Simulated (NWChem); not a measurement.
Everything below was run with NWChem. System: ClI, charge 0, spin multiplicity 1, displaced from the optimised geometry. Level: MP2/def2-SVP with def2 effective core potentials on I, 9 core orbitals frozen, spin-restricted.

The NWChem input:

```
start mol
memory heap 200 mb stack 900 mb global 1100 mb
geometry units angstroms nocenter noautoz noautosym
  Cl     0.000000     0.000000     3.597984
  I      0.000000     0.000000    -0.579770
end
basis spherical
  * library def2-svp
end
ecp
  I library def2-ecp
end
scf
  rhf
  nopen 0
  maxiter 100
  thresh 1e-7
  semidirect memsize 60000000 filesize 0
end
mp2
  freeze core 9
end
task mp2 energy
```

Output (cleaned and shortened):

```
             Northwest Computational Chemistry Package (NWChem) 7.3.0
             --------------------------------------------------------

                                NWChem Input Module
                                -------------------

 Scaling coordinates for geometry "geometry" by  1.889725989
 (inverse scale =  0.529177249)

                             Geometry "geometry" -> ""
                             -------------------------

 Output coordinates in angstroms (scale by  1.889725989 to convert to a.u.)

  No.       Tag          Charge          X              Y              Z
 ---- ---------------- ---------- -------------- -------------- --------------
    1 Cl                  17.0000     0.00000000     0.00000000     3.59798400
    2 I                   53.0000     0.00000000     0.00000000    -0.57977000

 Effective nuclear repulsion energy (a.u.)     114.1256046547

            Nuclear Dipole moment (a.u.)
            ----------------------------
        X                 Y               Z
 ---------------- ---------------- ----------------
     0.0000000000     0.0000000000    57.5193246829


 Summary of "ao basis" -> "" (spherical)
 ------------------------------------------------------------------------------
       Tag                 Description            Shells   Functions and Types
 ---------------- ------------------------------  ------  ---------------------
 *                          def2-svp                  on all atoms

 Summary of "ao basis" -> "ao basis" (spherical)
 ------------------------------------------------------------------------------
       Tag                 Description            Shells   Functions and Types
 ---------------- ------------------------------  ------  ---------------------
 Cl                         def2-svp                 8       18   4s3p1d
 I                          def2-svp                10       26   4s4p2d

                                 NWChem SCF Module
                                 -----------------

  ao basis        = "ao basis"
  functions       =    44
  atoms           =     2
  closed shells   =    21
  open shells     =     0
  charge          =   0.00
  wavefunction    = RHF
  use symmetry    = F
  symmetry adapt  = F

 Summary of "ao basis" -> "ao basis" (spherical)
 ------------------------------------------------------------------------------
       Tag                 Description            Shells   Functions and Types
 ---------------- ------------------------------  ------  ---------------------
 Cl                         def2-svp                 8       18   4s3p1d
 I                          def2-svp                10       26   4s4p2d

 Forming initial guess at       0.1s

      Superposition of Atomic Density Guess
      -------------------------------------

 Sum of atomic energies:        -806.45063907

      Non-variational initial energy
      ------------------------------

 Total energy =    -755.617525
 1-e energy   =   -1259.902845
 2-e energy   =     450.452487
 HOMO         =      -0.341696
 LUMO         =      -0.338407

 Starting SCF solution at       0.5s

 ----------------------------------------------
         Quadratically convergent ROHF

 Convergence threshold     :          1.000E-07
 Maximum no. of iterations :          100
 Final Fock-matrix accuracy:          1.000E-09
 ----------------------------------------------

              iter       energy          gnorm     gmax       time
             ----- ------------------- --------- --------- --------
                 1     -755.7068407653  8.05D-01  2.94D-01      0.5
  Setting level-shift to   2.42 to force positive preconditioner
                 2     -755.7792196110  4.19D-01  1.59D-01      0.5
                 3     -755.7941523026  6.24D-01  2.75D-01      0.5
                 4     -755.8255237743  1.94D-01  6.65D-02      0.5
                 5     -755.8286209817  2.45D-03  9.28D-04      0.5
                 6     -755.8286216863  1.84D-06  7.49D-07      0.5
                 7     -755.8286216863  8.57D-09  3.43D-09      0.6

       Final RHF  results
       ------------------

         Total SCF energy =   -755.828621686277
      One-electron energy =  -1259.155806878312
      Two-electron energy =    449.494352807727
 Nuclear repulsion energy =     53.832832384308

        Time for solution =      0.1s

             Final eigenvalues
             -----------------

              1
    1 -104.8028
    2  -10.5594
    3   -8.0341
    4   -8.0302
    5   -8.0302
    6   -7.8146
    7   -5.6760
    8   -5.6552
    9   -5.6552
   10   -2.3702
   11   -2.3630
   12   -2.3630
   13   -2.3415
   14   -2.3415
   15   -1.0257
   16   -0.9161
   17   -0.4473
   18   -0.4473
   19   -0.4276
   20   -0.4276
   21   -0.3552
   22   -0.1895
   23    0.3713
   24    0.5071
   25    0.5258
   26    0.5258
   27    0.5526
   28    0.5573
   29    0.5573
   30    0.5653
   31    0.5653

                       ROHF Final Molecular Orbital Analysis
                       -------------------------------------

 Vector   19  Occ=2.000000D+00  E=-4.276001D-01
              MO Center=  3.5D-16, -5.1D-15, -5.5D-01, r^2= 2.1D+00
   Bfn.  Coefficient  Atom+Function         Bfn.  Coefficient  Atom+Function
  ----- ------------  ---------------      ----- ------------  ---------------
    30      0.587856  2 I  py                33      0.490072  2 I  py
    29      0.244207  2 I  px                27     -0.232735  2 I  py
    32      0.203586  2 I  px                24     -0.189492  2 I  py

 Vector   20  Occ=2.000000D+00  E=-4.276001D-01
              MO Center= -1.4D-14,  5.4D-15, -5.5D-01, r^2= 2.1D+00
   Bfn.  Coefficient  Atom+Function         Bfn.  Coefficient  Atom+Function
  ----- ------------  ---------------      ----- ------------  ---------------
    29      0.587856  2 I  px                32      0.490072  2 I  px
    30     -0.244207  2 I  py                26     -0.232735  2 I  px
    33     -0.203586  2 I  py                23     -0.189492  2 I  px

 Vector   21  Occ=2.000000D+00  E=-3.551592D-01
              MO Center= -1.1D-14,  9.4D-15,  1.9D+00, r^2= 5.5D+00
   Bfn.  Coefficient  Atom+Function         Bfn.  Coefficient  Atom+Function
  ----- ------------  ---------------      ----- ------------  ---------------
    13      0.526112  1 Cl pz                34     -0.399550  2 I  pz
    31     -0.332494  2 I  pz                10      0.325390  1 Cl pz
     7      0.197311  1 Cl pz

 Vector   22  Occ=0.000000D+00  E=-1.895068D-01
              MO Center=  1.6D-15, -9.9D-16,  1.1D+00, r^2= 6.0D+00
   Bfn.  Coefficient  Atom+Function         Bfn.  Coefficient  Atom+Function
  ----- ------------  ---------------      ----- ------------  ---------------
    13      0.460057  1 Cl pz                31      0.460637  2 I  pz
    34      0.443986  2 I  pz                10      0.288152  1 Cl pz
    28     -0.188899  2 I  pz                 7      0.173214  1 Cl pz
    25     -0.155201  2 I  pz

 Vector   23  Occ=0.000000D+00  E= 3.713251D-01
              MO Center=  3.2D-14, -2.2D-15, -5.5D-01, r^2= 3.4D+00
   Bfn.  Coefficient  Atom+Function         Bfn.  Coefficient  Atom+Function
  ----- ------------  ---------------      ----- ------------  ---------------
    21      2.368386  2 I  s                 22     -2.061544  2 I  s
    20     -0.438821  2 I  s                 19     -0.355056  2 I  s
     3      0.200828  1 Cl s                  4     -0.165638  1 Cl s

 Vector   24  Occ=0.000000D+00  E= 5.071173D-01
              MO Center= -1.6D-14,  1.7D-14, -1.2D-01, r^2= 4.7D+00
   Bfn.  Coefficient  Atom+Function         Bfn.  Coefficient  Atom+Function
  ----- ------------  ---------------      ----- ------------  ---------------
    31      1.388303  2 I  pz                34     -1.177124  2 I  pz
     3      0.635526  1 Cl s                  4     -0.548181  1 Cl s
    28     -0.295380  2 I  pz                25     -0.247870  2 I  pz
     2     -0.182300  1 Cl s

 center of mass
 --------------
 x =   0.00000000 y =   0.00000000 z =   0.60992094

 moments of inertia (a.u.)
 ------------------
        1708.690424509306           0.000000000000           0.000000000000
           0.000000000000        1708.690424509306           0.000000000000
           0.000000000000           0.000000000000           0.000000000000

  Mulliken analysis of the total density
  --------------------------------------

    Atom       Charge   Shell Charges
 -----------   ------   -------------------------------------------------------
    1 Cl  17    17.16   2.00  1.99  1.24  0.77  5.94  1.98  3.24  0.00
    2 I   25    24.84   1.83  0.22  1.29  0.66  2.94  3.11  2.36  2.43  9.83  0.17

       Multipole analysis of the density wrt the origin
       ------------------------------------------------

     L   x y z        total         open         nuclear
     -   - - -        -----         ----         -------
     0   0 0 0      0.000000      0.000000     42.000000

     1   1 0 0      0.000000      0.000000      0.000000
     1   0 1 0     -0.000000      0.000000      0.000000
     1   0 0 1     -1.341219      0.000000     88.196305

     2   2 0 0    -30.130204      0.000000      0.000000
     2   1 1 0      0.000000      0.000000      0.000000
     2   1 0 1      0.000000      0.000000      0.000000
     2   0 2 0    -30.130204      0.000000      0.000000
     2   0 1 1     -0.000000      0.000000      0.000000
     2   0 0 2    -32.362102      0.000000    815.904782

                   NWChem MP2 Semi-direct Energy/Gradient Module
                   ---------------------------------------------

  Basis functions       =     44
  Molecular orbitals    =     44
  Frozen core           =      9
  Frozen virtuals       =      0
  Active alpha occupied =     12
  Active beta occupied  =     12
  Active alpha virtual  =     23
  Active beta virtual   =     23
  Use MO symmetry       = F
  Use skeleton AO sym   = F

  AO/Fock/Back tols     =   1.0D-09  1.0D-09  1.0D-09

 GA uses MA = F    GA memory limited = T

 Available:
  local mem=  1.26D+08
 global mem=  1.44D+08
 local disk=  0.00D+00
  mp2_memr nvloc                    23
  nvloc new                    23
   1 passes of  12:        2097152                      10987                    830103.
   1 passes of  12: M    126148557           G      144175328           F     124051405.

 Semi-direct pass number   1 of   1  for RHF alpha+beta  at        0.6s
  vrange nnbf                   881
  mp2_eaftype                    10  avail_ma_in_mb                  1099
 EAF : mp2_eaftype filesize          10     415052.
  mp2_eaf for mointskh                     10
Node 0 wrote      1.9 Mb in      0.0 s     Agg I/O rate:   651.9 Mb/s
 Done moints_semi at        1.5s
  mp2_eaftype                    10  avail_ma_in_mb                  1089
 EAF : mp2_eaftype filesize          10     415052.
  mp2_eaf for kh                    10
 Done maket at        1.5s
 Done multipass loop at        1.5s

          -------------------------------------------
          SCF energy                -755.828621686277
          Correlation energy          -0.312463460435
          Singlet pairs               -0.210036595763
          Triplet pairs               -0.102426864672
          Total MP2 energy          -756.141085146712
          -------------------------------------------

          ---------------------------------------------------
                    Spin Component Scaled (SCS) MP2
          Same spin pairs                     -0.068284576448
          Same spin scaling factor             0.333333333333
          Opposite spin pairs                 -0.244178883987
          Opposite spin scaling fact.          1.200000000000
          SCS-MP2 correlation energy          -0.315776186267
          Total SCS-MP2 energy              -756.144397872544
          ---------------------------------------------------

 -----------------------
 Performance information
 -----------------------

 Timer overhead =  1.51D-07 seconds/call

               Nr. of calls         CPU time (s)                 Wall time (s)                GFlops
             ---------------    -------------------     ------------------------------   -------------------
Name         Min   Avg   Max    Min     Avg     Max     Min     Avg     Max   Mx/calls   Min     Max     Sum
mp2: moin     1     1     1   0.85    0.85    0.85     0.85    0.85    0.85    0.85      0.0     0.0     0.0
mp2: make     1     1     1   3.14E-2 3.14E-2 3.14E-2  3.14E-2 3.14E-2 3.14E-2 3.14E-2   0.0     0.0     0.0
mp2: tota     1     1     1   0.92    0.92    0.92     0.92    0.92    0.92    0.92      0.0     0.0     0.0

 The average no. of pstat calls per process was 3.00D+00
 with a timing overhead of 4.54D-07s

 Task  times  cpu:        1.5s     wall:        1.5s

 Total times  cpu:        1.5s     wall:        1.5s
```
